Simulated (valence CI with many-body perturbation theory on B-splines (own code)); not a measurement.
The numbers below are computed, except where a source is named.
## Sm22+: what each term of the Hamiltonian does

Method: relativistic CI+MBPT: four valence electrons over a frozen Dirac-Fock core [Kr], a basis of 9 s, 9 p, 10 d, 8 f, 5 g, 3 h, 1 i functions for each j, with the one-electron correlation potential Σ1, the two-electron term Σ2, the three-electron term Σ3, Breit, model QED; selected CI, second order for the rest (own B-spline code, finite nucleus).

No measured spectrum was set against this ion. As an estimate, terms of the open shell hold to 2 to 4 % of their energy, and close levels can change places. Only levels of the ground parity were solved; by the run's estimate the other parity begins above the list, which can be wrong where configurations are misplaced.

Each rung adds one term. CI alone is the Dirac-Coulomb CI over the frozen core; QED comes last and gives the full result, which names the levels. Energies are above (4d3/2^4) J=0 on the same rung, in cm⁻¹.

Levels are named by their leading jj configuration (3d3/2^4 stands for four electrons in 3d with j = 3/2), which in mixed levels can hold well under half, so a name can repeat and another be missing. Letters in brackets count levels of one name in rising energy.

```csv
Level,CI alone
(4d3/2^3 4d5/2) J=1,31342
(4d3/2^3 4d5/2) J=2,51306
(4d3/2^3 4d5/2) J=4,62794
(4d3/2^3 4d5/2) J=3,62416
(4d3/2^2 4d5/2^2) J=0 [a],87497
(4d3/2^2 4d5/2^2) J=4 [a],94373
(4d3/2^2 4d5/2^2) J=3 [a],102644
(4d3/2^2 4d5/2^2) J=2 [a],102289
(4d3/2^2 4d5/2^2) J=5,112671
(4d3/2^2 4d5/2^2) J=1,113020
(4d3/2^2 4d5/2^2) J=6,121005
(4d3/2^2 4d5/2^2) J=4 [b],128925
(4d3/2^2 4d5/2^2) J=2 [b],129901
(4d3/2^2 4d5/2^2) J=3 [b],132076
(4d3/2 4d5/2^3) J=4 [a],144937
(4d3/2^2 4d5/2^2) J=2 [c],152339
```

(1) What do these energies become with core correlation, Breit and QED?

(2) How does the ionisation energy move along the ladder, and which term matters most?

## Answers

(1) (4d3/2^3 4d5/2) J=1 31314 (-28); (4d3/2^3 4d5/2) J=2 50478 (-827); (4d3/2^3 4d5/2) J=4 59725 (-3069); (4d3/2^3 4d5/2) J=3 60657 (-1759); (4d3/2^2 4d5/2^2) J=0 [a] 86997 (-500); (4d3/2^2 4d5/2^2) J=4 [a] 91133 (-3240); (4d3/2^2 4d5/2^2) J=3 [a] 98495 (-4148); (4d3/2^2 4d5/2^2) J=2 [a] 99464 (-2824); (4d3/2^2 4d5/2^2) J=5 106968 (-5703); (4d3/2^2 4d5/2^2) J=1 111130 (-1890); (4d3/2^2 4d5/2^2) J=6 114218 (-6787); (4d3/2^2 4d5/2^2) J=4 [b] 122761 (-6164); (4d3/2^2 4d5/2^2) J=2 [b] 125276 (-4625); (4d3/2^2 4d5/2^2) J=3 [b] 125980 (-6096); (4d3/2 4d5/2^3) J=4 [a] 141129 (-3808); (4d3/2^2 4d5/2^2) J=2 [c] 150487 (-1852).

(2) CI alone 699.22, + Σ1 701.65, + Σ2 703.73, + Σ3 703.80, + Breit 703.48, + QED 703.53 eV. The largest step is Σ1, 2.43 eV. NIST lists 702 ± 4 eV (theoretical).
